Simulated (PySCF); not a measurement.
Computed shifts of a molecule C4H6BF, PySCF with KT2/pcSseg-1, GIAO, gas phase, equivalent atoms averaged, in ppm (number of nuclei): ¹³C: 219.9 (1), 83.6 (1), 69.3 (1), 7.4 (1). ¹⁹F: -66.8 (1). ¹H: 5.53 (1), 5.06 (2), 0.82 (3). References: ¹³C against TMS (σ = 185.1 ppm); ¹¹B against BF3 (σ = 89.8 ppm); ¹⁹F against CFCl3 (σ = 127.1 ppm); ¹H against TMS (σ = 31.47 ppm), references at their B3LYP-D3(BJ)/def2-TZVP geometries, non-relativistic. Geometry optimised at B3LYP-D3(BJ)/def2-SVP. One conformer was computed; it need not be the lowest.

### Question
Identify the compound among the candidates.
(A) C#CCB(C)F
(B) CC1=CCB1F
(C) C=C=CB(C)F
(D) FB1C=CCC1

### Answer
C, C=C=CB(C)F
